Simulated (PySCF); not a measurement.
Members of one family of related compounds. Theory: PySCF 2.14.0, density-fitted response routines, TDDFT CAM-B3LYP/def2-SVPD, vertical, gas phase, core orbitals frozen in the response. Geometries: PBE0-D3(BJ)/def2-SVP; one conformer of each isolated species. Triplets are in the Tamm–Dancoff approximation. 'Strongest' means the level of largest summed f among the lowest 10 singlets; it needn't be the same kind of state in each.

Question: Rank by computed energy of the strongest computed level, lowest first.
A. `[SiH3]Sc1ccco1`
B. `FC(F)=C(F)c1ccco1`
C. `FC(Sc1ccco1)(F)F`
D. `o1c(F)ccc1`

Answer: B (5.18 eV), A (5.49 eV), C (5.77 eV), D (8.35 eV).

```
           SMILES  strongest (eV)  LUMO (eV)  T1 (eV)  S1 (eV)  α (au)    S1 mainly
FC(F)=C(F)c1ccco1            5.18       0.01     3.06     5.18    78.4    H→L (97%)
   [SiH3]Sc1ccco1            5.49       0.78     3.72     5.13    97.3    H→L (76%)
 FC(F)(F)Sc1ccco1            5.77       0.07     3.80     5.67    82.8  H-1→L (77%)
         Fc1ccco1            8.35       1.29     4.07     6.32    47.1    H→L (97%)
```

H and L stand for HOMO and LUMO.

- `FC(F)=C(F)c1ccco1`: Löwdin shares by element: HOMO carbon 59% or more (atoms not listed hold the other 41%); LUMO carbon 56% or more (atoms not listed hold the other 44%).
- `[SiH3]Sc1ccco1`: Löwdin shares by element: HOMO carbon 49% or more, sulfur 30% (atoms not listed hold the other 21%); LUMO silicon 33%, sulfur 30%, hydrogen 23% or more.
- `FC(F)(F)Sc1ccco1`: Löwdin shares by element: HOMO carbon 78% or more (atoms not listed hold the other 22%); LUMO carbon 45% or more, sulfur 18% (atoms not listed hold the other 37%).
- `Fc1ccco1`: Löwdin shares by element: HOMO carbon 80% (atoms not listed hold the other 20%); LUMO carbon 58% or more, oxygen 18% (atoms not listed hold the other 24%).
